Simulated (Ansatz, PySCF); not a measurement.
O2Se, charge -1, doublet, at a GFN2-xTB geometry (a state made from the parent by changing its charge; the spin is typed, not shown lowest). Base run: CAMB3LYP/def2-SVPD in PySCF.

Geometry (Å):
```xyz
3

O     -1.3618     0.5982     0.0351
Se     0.0159    -0.3125    -0.0262
O      1.2942     0.7299     0.0761
```
Charge -1, spin multiplicity 2.
Orbitals are unrestricted.
All else is at PySCF's defaults.

The same geometry, method and basis name were run in Ansatz (a quantum-chemistry and plane-wave program) and PySCF, at each program's defaults and at the settings that a row names. The base is PySCF at its defaults. Differences at the defaults can come from grids, fitting, cores and function types together.

| code and settings | ΔE vs base (µEh) | basis functions | E (Eh) | SCF cycles |
|---|---|---|---|---|
| PySCF, defaults (exact integrals, its default grid, spherical functions) | 0.0 | 87 | -2551.68010 | 12 |
| Ansatz, defaults (factorised integrals, its default grid, spherical functions) | 0.1 | 87 | -2551.68010 | - |
| PySCF, density fitting with def2-universal-jkfit | -4.4 | 87 | -2551.68011 | 12 |
| PySCF, fine grid | -0.3 | 87 | -2551.68010 | 12 |
| Ansatz, high accuracy | -0.6 | 87 | -2551.68010 | - |

Open shells are given as the SCF converged; they aren't shown to be the lowest states, and a large step between rows can be another state.
